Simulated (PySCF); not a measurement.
An unknown is described by computed data only.

Formula: C3H10OS2Si3.

| Quantity | Value |
| --- | --- |
| 1H NMR | chemical shifts (computed TMS as zero) by class: 5.65 (2 H), 5.49 (2 H), 5.12 (2 H), 2.12 (3 H), 0.47 (1 H) ppm [GIAO PBE0/pcSseg-1] |
| Dipole | 5.24 D [PBE0/pcSseg-1] |
| NMR, other nuclei | isotropic shieldings of nuclei other than C and H, by class: 297 (1 O), 368 (1 Si), 371 (1 Si), 400 (1 Si), 757 (1 S), 769 (1 S) ppm [GIAO PBE0/pcSseg-1] |
| 13C NMR | chemical shifts (computed TMS as zero) by class: 115.5 (1 C), 83.5 (1 C), 5.8 (1 C) ppm [GIAO PBE0/pcSseg-1] |
| Rotational structure | rotational constants A, B, C: 1.903, 0.260, 0.235 GHz [GFN2-xTB] |

The electronic properties come from PySCF, for the isolated species, density fitting. Levels stand in brackets. The structure is a single GFN2-xTB conformer in the gas phase; no vibrational or solvent corrections. NMR classes are plain means over equivalent atoms (diastereotopic ones count apart unless rotation or inversion swaps them), as if these changed places fast.

**Question.** Propose a structure and show how it fits.

**Answer.** Numbering: `[CH3:1][C:2]#[C:3][SiH2:4][O:5][SiH2:6][S:7][SiH2:8][SH:9]`. Its formula, C3H10OS2Si3, gives 2 degrees of unsaturation: 0 rings and 2 π bonds in the structure found. 3 carbons fall into 3 classes; from least to most shielded: alkyne carbon [C2] (115.5 ppm), alkyne carbon [C3] (83.5 ppm), propargylic carbon [C1] (5.8 ppm). Hydrogen classes from least to most shielded: 2 H on an oxygen-bound silicon, Si6 (5.65 ppm), 2 H on an SiH2 silicon, Si8 (5.49 ppm), 2 H on an oxygen-bound silicon, Si4 (5.12 ppm), 3 H on a propargylic carbon, C1 (2.12 ppm), 1 H on a sulfur bonded to Si and H, S9 (0.47 ppm). The other shieldings belong to: 297 ppm, siloxane oxygen [O5]; 368 ppm, oxygen-bound silicon [Si6]; 371 ppm, SiH2 silicon [Si8]; 400 ppm, oxygen-bound silicon [Si4]; 757 ppm, sulfur bonded to Si and H [S9]; 769 ppm, sulfur bonded to 2 Si [S7]. The optimised geometry has point group C1 and is an asymmetric top. Structure: `CC#C[SiH2]O[SiH2]S[SiH2]S`. The assignments are read from this structure; whether some other isomer fits the data as well wasn't checked.
